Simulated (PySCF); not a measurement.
# Telling isomers of C₆H₁₃OPSi apart by NMR

Non-relativistic Hamiltonian, gas phase, single conformer, equivalent nuclei averaged. Geometry: GFN2-xTB; σ from GIAO-PBE0/pcSseg-1; PySCF.

Referencing at the same level of theory: 1H and 13C against TMS. Splittings of carbon signals by F and P are missing where no couplings were computed. Where no couplings were computed, multiplicities follow the n + 1 count of equivalent neighbours, and m marks all less simple cases (inequivalent or close neighbours, rings, F or P nearby). Shifts are as computed. Against solution values, carbons near 30 ppm lie about +3 ppm off and those near 130 ppm about +5 ppm. Of 1211 compounds with measured shifts, 218 miss one by over three times the rms of a fit or turn the order of signals round; such compounds aren't used in these exercises.

(1) Tabulate the signals of `O=C1CCP(C[SiH3])CC1`, `C=C[Si@H]1CC[P@H](=O)CC1` and their relative energies.

(2) What is the quickest way to tell O=C1CCP(C[SiH3])CC1 from C=C[Si@H]1CC[P@H](=O)CC1?

Results:

(1) 
| SMILES | carbon types | δC | δH | E rel. (kcal/mol) |
| --- | --- | --- | --- | --- |
| O=C1CCP(C[SiH3])CC1 | 1×C 5×CH2 | 214.9, 43.0, 38.3, 12.6 | 3.96 (m, 3H), 2.53 (m, 4H), 1.88 (m, 4H), 0.72 (m, 2H) | 3.8 |
| C=C[Si@H]1CC[P@H](=O)CC1 | 1×CH 5×CH2 | 142.8, 141.5, 29.8, 8.4 | 7.09 (m, 1H), 6.52 (m, 1H), 6.51 (m, 1H), 5.97 (m, 1H), 4.32 (m, 1H), 2.40 (m, 2H), 1.87 (m, 2H), 1.19 (m, 2H), 0.84 (m, 2H) | 0.0 |

Energies are electronic energies at PBE0/pcSseg-1 on these geometries, without zero-point or thermal terms, each for the one conformer computed, which needn't be the lowest.

(2) Both give the same number of carbon signals, but DEPT or the intensities differ. The first has a ketone carbonyl carbon (C) at 214.9 ppm, the second a terminal =CH2 carbon at 142.8 ppm. In the proton spectra the most deshielded non-exchanging signals are 3.96 (m, 3H) and 7.09 (m, 1H).
